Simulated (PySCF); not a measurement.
# A computed series [M(H2O)5]3+

Computed with PySCF 2.14.0, r2SCAN, def2-SVP on the ligands, density fitting, scalar-relativistic core potentials, no spin-orbit coupling, vacuum. Each member is relaxed from one template within its symmetry. Distances are means of the shortest metal–ligand contacts, charges and spins Mulliken's; removal energies are rigid, with the ligand's formal charge and no counterpoise, so too large; for an anion taken off a cation in vacuum most of it is the attraction of opposite charges, and multiply charged cations can part far more cheaply with an electron moved from ligand to metal. lcecp potentials hold a fixed number of 4f electrons in the core, out of states, spins and gaps.

Problem. Order these by the M–H2O distance, lowest first.
A. Pr, lcecp-1-SVP with ECP48
B. Gd, lcecp-1-SVP with ECP53
C. Er, lcecp-1-SVP with ECP57

Solution. C (2.296), B (2.356), A (2.442).

Problem. What else do they give?

Solution. 
```
metal      basis on the metal     point group  M–H2O (Å)  charge on M (e)  removal of one H2O (eV)  unstable modes (below −25 cm⁻¹)
   Pr  lcecp-1-SVP with ECP48              C2      2.442             1.63                     2.75                        not given
   Gd  lcecp-1-SVP with ECP53  C2, nearly C2v      2.356             1.56                     2.91                        not given
   Er  lcecp-1-SVP with ECP57             C2v      2.296             1.50                     3.05                        not given
```

From Pr to Er the M–H2O distance shrinks by 0.15 Å, the lanthanide contraction, and the energy to remove one H2O rises by 0.30 eV.

Moved off a saddle point of the template and relaxed again: Pr, Gd, Er. One start shape was tried for each, so a minimum needn't be the lowest isomer.
